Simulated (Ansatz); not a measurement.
F2H4Si2 (`F[SiH2][SiH2]F`) at its PBE0-D4/def2-TZVP geometry, where that method's forces vanish. Charge 0, multiplicity 1.

```tsv
atom	x (Å)	y (Å)	z (Å)
F1	0.409	1.095	1.938
Si2	-0.552	0.189	1.023
Si3	0.552	-0.189	-1.022
F4	-0.409	-1.094	-1.939
H5	-0.819	-1.080	1.747
H6	-1.831	0.920	0.830
H7	0.819	1.081	-1.746
H8	1.831	-0.921	-0.830
```

Q: For each bond, give half the difference of the two atoms' forces along it (eV/Å; positive pushes the atoms apart) under PBE-D4, r2SCAN-D4, B3LYP-D4, ωB97M-V in def2-TZVPP. (Best estimate.)

A: The calculation gave: 
| bond | length (Å) | PBE-D4 | r2SCAN-D4 | B3LYP-D4 | ωB97M-V |
| --- | --- | --- | --- | --- | --- |
| F1–Si2 | 1.607 | 0.53 | 0.04 | 0.22 | 0.21 |
| Si2–Si3 | 2.355 | -0.21 | -0.01 | 0.04 | -0.03 |
| Si2–H5 | 1.485 | 0.04 | -0.01 | -0.11 | -0.15 |
| Si2–H6 | 1.485 | 0.04 | -0.01 | -0.11 | -0.15 |
| Si3–F4 | 1.607 | 0.53 | 0.04 | 0.22 | 0.21 |
| Si3–H7 | 1.485 | 0.04 | -0.01 | -0.11 | -0.15 |
| Si3–H8 | 1.485 | 0.04 | -0.01 | -0.11 | -0.15 |

B3LYP here is the variant with VWN-RPA as its local correlation; programs differ in this.

Program: Ansatz 0.2.0.
